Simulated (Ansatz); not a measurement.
## SbClF (SMILES [F][Sb][Cl]): the electronic atomisation energy, rung by rung

SbClF has 3 atoms, charge 0, and is taken as a doublet. As SMILES, `[F][Sb][Cl]`. Geometry: relaxed at PBE0-D4/def2-TZVP.

```xyz
3

F    -0.8787    1.2318   -0.3476
Sb   -0.6009   -0.6583   -0.3672
Cl    1.4687   -0.6382    0.7015
```

Quantity: the electronic atomisation energy, in eV. The values are calculated. Electronic energies at fixed atoms, without zero-point motion or spin-orbit coupling.

| level | kind | program | value (eV) | less FCI/STO-3G | CPU time (all runs) |
| --- | --- | --- | --- | --- | --- |
| UHF/STO-3G | Hartree–Fock | Ansatz | 3.31 | -1.69 | 1.4 s |
| UBLYP/STO-3G | GGA | Ansatz | 8.13 | +3.13 | 5 s |
| U-r2SCAN/STO-3G | meta-GGA | Ansatz | 7.56 | +2.56 | 17 s |
| UB3LYP/STO-3G | global hybrid | Ansatz | 7.45 | +2.45 | 5.3 s |
| UBHLYP/STO-3G | global hybrid | Ansatz | 6.39 | +1.39 | 5.4 s |
| UCAM-B3LYP/STO-3G | range-separated hybrid | Ansatz | 7.28 | +2.28 | 6.5 s |
| RPA@PBE/STO-3G | RPA | Ansatz | 3.94 | -1.06 | 6 s |
| UCCSDT(Q)/STO-3G | coupled cluster or CI | Ansatz | 5.01 | +0.01 | 3.8 s |
| FCI/STO-3G | exact in the basis | Ansatz | 5.00 | 0.00 | 1.5 s |

FCI/STO-3G is exact within its basis and frozen core, so for wave-function methods in that basis the difference is their error; functionals converge differently with the basis, so for them it is only a difference. All-electron rows without a relativistic Hamiltonian named are non-relativistic. The values span 3.31 to 8.13 eV. All rows use very small basis sets, so none should be taken for the real molecule's value. In the correlated wave-function rows the outer d shell of Sb is correlated, in sets not made for it. Times are those of the runs behind each value, whatever else they computed, on shared processors of several kinds: orders of magnitude only.
